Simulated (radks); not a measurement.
Species: Zn XXIII. Configuration: [He] 2s2 2p4.

Calculated with a radial shooting solver on a logarithmic mesh with Libxc functionals: Dirac Kohn-Sham, relativistic LDA (MacDonald-Vosko exchange, VWN5 correlation), spin-unpolarised, spherical densities, finite nucleus; open shells fill j = l - 1/2 first; Fermi nuclear charge, rms radius 3.9283 fm.

Energy parts (eV):
total: -38759.216
kinetic: 39558.352
electron-nucleus: -82691.551
Hartree: 5339.974
exchange-correlation: -965.990

Orbitals (lengths in bohr, moments of r in powers of bohr; <r^-3> diverges for s and p1/2):
1s1/2: occ. 2; eigenvalue (eV) -10625.09; <1/r> 30.17
2s1/2: occ. 2; eigenvalue (eV) -2157.333; <1/r> 6.912
2p1/2: occ. 2; eigenvalue (eV) -2049.953; <1/r> 6.862
2p3/2: occ. 2; eigenvalue (eV) -2023.437; <1/r> 6.703; <r^-3> 849.2

The highest occupied level is 2p3/2 at -2023.4 eV. The electron density at the nucleus is 2.476e+04 e/bohr^3. The density falls to 0.001 e/bohr^3 at r = 0.73 bohr.
